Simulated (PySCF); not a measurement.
Orbital picture of MgBi

PBE0 at R = 2.975 Å; Mg def2-SVP, Bi def2-SVP with ECP60; scalar-relativistic core potentials (PySCF 2.14). State: ²Π (doublet), unpaired electrons π ↑, a second solution, started from another occupation. Only the outer orbitals are listed, counted within each symmetry, core potentials removing the inner ones.

```json
{"spin": "α", "orbital": "7σ", "occ.": "1", "ε (eV)": "-15.28", "on Mg (%)": "3", "main shells (%)": "96 Bi s"}
{"spin": "α", "orbital": "8σ", "occ.": "1", "ε (eV)": "-6.73", "on Mg (%)": "60", "main shells (%)": "58 Mg s, 39 Bi p"}
{"spin": "α", "orbital": "4π", "occ.": "1", "ε (eV)": "-5.35", "on Mg (%)": "8", "main shells (%)": "92 Bi p"}
{"spin": "α", "orbital": "4π", "occ.": "1", "ε (eV)": "-4.55", "on Mg (%)": "11", "main shells (%)": "89 Bi p, 9 Mg p"}
{"spin": "α", "orbital": "9σ", "occ.": "0", "ε (eV)": "-3.26", "on Mg (%)": "63", "main shells (%)": "38 Mg s, 37 Bi p, 26 Mg p"}
{"spin": "α", "orbital": "5π", "occ.": "0", "ε (eV)": "-0.95", "on Mg (%)": "94", "main shells (%)": "94 Mg p"}
{"spin": "α", "orbital": "5π", "occ.": "0", "ε (eV)": "-0.75", "on Mg (%)": "91", "main shells (%)": "90 Mg p"}
{"spin": "β", "orbital": "7σ", "occ.": "1", "ε (eV)": "-14.28", "on Mg (%)": "4", "main shells (%)": "95 Bi s"}
{"spin": "β", "orbital": "8σ", "occ.": "1", "ε (eV)": "-6.60", "on Mg (%)": "80", "main shells (%)": "80 Mg s, 18 Bi p"}
{"spin": "β", "orbital": "4π", "occ.": "1", "ε (eV)": "-4.15", "on Mg (%)": "17", "main shells (%)": "83 Bi p, 15 Mg p"}
{"spin": "β", "orbital": "9σ", "occ.": "0", "ε (eV)": "-3.18", "on Mg (%)": "48", "main shells (%)": "52 Bi p, 35 Mg p, 13 Mg s"}
{"spin": "β", "orbital": "4π", "occ.": "0", "ε (eV)": "-2.50", "on Mg (%)": "27", "main shells (%)": "73 Bi p, 25 Mg p"}
{"spin": "β", "orbital": "5π", "occ.": "0", "ε (eV)": "-1.03", "on Mg (%)": "86", "main shells (%)": "84 Mg p, 13 Bi p"}
```

Q: Which are the highest filled and the lowest empty level, where do they sit, and how wide is the gap?

A: Highest filled β 4π at -4.15 eV (in %: 83 Bi p, 15 Mg p); lowest empty α 9σ at -3.26 eV (in %: 38 Mg s, 37 Bi p, 26 Mg p); the gap at PBE0 is 0.89 eV.

The bond order (Mayer) is 1.45 and the ⟨S²⟩ is 0.834. The charge on Mg (Mulliken, basis-dependent) is 0.17 and the charge on Mg (Löwdin, basis-dependent) is 0.03. The dipole moment (positive dipole means Mg(−)Bi(+)) is -4.21 D.

Spin–orbit coupling is left out, which matters for elements this heavy, above all for dissociation energies.
